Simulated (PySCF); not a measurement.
C₂H₆SSe. Atoms are numbered in the order given.

```xyz
10

Se     0.3370     0.3205     0.7695
C      1.0789     1.5996    -0.4916
H      1.9011     1.1364    -1.0520
H      1.4627     2.4469     0.0965
H      0.3027     1.9591    -1.1802
S     -0.2308    -1.2501    -0.6396
C     -1.8773    -0.7012    -1.1646
H     -2.5615    -0.6372    -0.3073
H     -2.2494    -1.4604    -1.8701
H     -1.8297     0.2692    -1.6791
```

Geometry: ωB97X-D3(BJ)/def2-SVP. One conformer was computed; it need not be the lowest.

Level of theory: PBE/pcSseg-1 (PySCF).

GIAO shieldings, no solvent; atoms alike by connectivity are averaged. δ = σ(ref) − σ: ⁷⁷Se against Me2Se (σ = 1634.8 ppm); ¹³C against TMS (σ = 182.0 ppm); ¹H against TMS (σ = 31.49 ppm); ³³S against H2S (σ = 706.5 ppm), references at their B3LYP-D3(BJ)/def2-TZVP geometries, non-relativistic.

| atoms | nucleus | count | δ (ppm) |
|---|---|---|---|
| Se1 | ⁷⁷Se | 1 | 350.4 |
| C7 | ¹³C | 1 | 28.5 |
| C2 | ¹³C | 1 | 23.0 |
| H8, H9, H10 | ¹H | 3 | ? |
| H3, H4, H5 | ¹H | 3 | ? |
| S6 | ³³S | 1 | ? |

Question: What belongs in the gaps? (Estimate from the structure and the level; the computed values follow.)

Answer: 
- S6, δ (ppm): 259.8
- H8, H9, H10, δ (ppm): 2.49
- H3, H4, H5, δ (ppm): 2.38
